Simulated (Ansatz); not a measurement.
Reaction (ligand exchange at the Sn–C bond): `[AlH2]/[CH]=[CH]/[SnH3]` + `CSS` → `CS[S][SnH3]` + `C=[CH][AlH2]`

Computed with Ansatz on PBE0-D4/def2-TZVP structures; ΔE is electronic, products minus reactants. CCSD(T)/CBS adds triple-zeta CCSD(T) − MP2 to the extrapolated MP2 energy (def2 sets, frozen cores). DFT in def2-TZVPP. def2 core potentials past Kr. For Sn outer-core shells are correlated without core-valence functions, which leaves a few kJ/mol of doubt a bond. One conformer a species, not always the lowest.

`[AlH2]/[CH]=[CH]/[SnH3]`:

Z-matrix (Å, degrees):
```
Sn
C 1 2.141
H 1 1.708 2 110.2
H 1 1.708 2 109.6 3 -120.5
H 1 1.708 2 109.5 3 120.5
C 2 1.340 1 124.5 3 -179.5
H 2 1.092 1 116.5 3 0.5
Al 6 1.944 2 118.5 1 180.0
H 6 1.092 2 118.3 1 -0.0
H 8 1.588 6 116.0 2 -0.1
H 8 1.588 6 122.5 2 180.0
```

`CSS`:

Z-matrix (Å, degrees):
```
C
S 1 1.802
H 1 1.089 2 110.8
H 1 1.090 2 111.1 3 123.0
H 1 1.093 2 106.0 3 -118.4
S 2 2.037 1 103.0 3 -56.7
H 6 1.349 2 99.3 1 -87.6
```

`CS[S][SnH3]`:

Z-matrix (Å, degrees):
```
C
S 1 1.800
H 1 1.090 2 111.1
H 1 1.093 2 106.1 3 118.5
H 1 1.089 2 110.7 3 -122.9
S 2 2.055 1 102.3 3 63.1
Sn 6 2.417 2 98.1 1 -90.5
H 7 1.707 6 107.5 2 174.2
H 7 1.703 6 108.1 2 -65.1
H 7 1.706 6 107.3 2 54.5
```

`C=[CH][AlH2]`:

```xyz
8

C     1.311   -0.218    0.375
C     0.316   -0.367   -0.505
Al   -1.426    0.390   -0.118
H     1.171    0.321    1.310
H     2.310   -0.620    0.214
H     0.545   -0.920   -1.416
H    -2.648    0.251   -1.122
H    -1.579    1.164    1.261
```

Q: Is it downhill or uphill in electronic energy at CCSD(T)/CBS, and by how much? (An estimate is asked.)

A: Ansatz gave: Downhill: ΔE = -20.2 kcal/mol.

Q: What do these levels give: PBE-D4, r2SCAN-D4, SCS-MP2/def2-TZVPP, SCS-MP2/def2-QZVPP, HF/CBS(def2), MP2/CBS(def2)? (An estimate is asked.)

A: Ansatz gave: PBE-D4 -20.0, r2SCAN-D4 -20.5, SCS-MP2/def2-TZVPP -18.9, SCS-MP2/def2-QZVPP -19.9, HF/CBS(def2) -20.9, MP2/CBS(def2) -21.0 kcal/mol.

Largest T1 diagnostic among the species: 0.013.

In def2-TZVPP, CCSD(T) changes the Hartree–Fock value by +2.4 kcal/mol (the triples alone add −0.0 kcal/mol) and MP2 by +1.6 kcal/mol. The D4 term adds −0.9 kcal/mol with B3LYP and −0.5 kcal/mol with PBE0; it sums over pairs of atoms, weighted by their polarisabilities, and B3LYP, whose exchange is more repulsive, gets the larger term.

B3LYP here is the variant with VWN-RPA as its local correlation; programs differ in this.
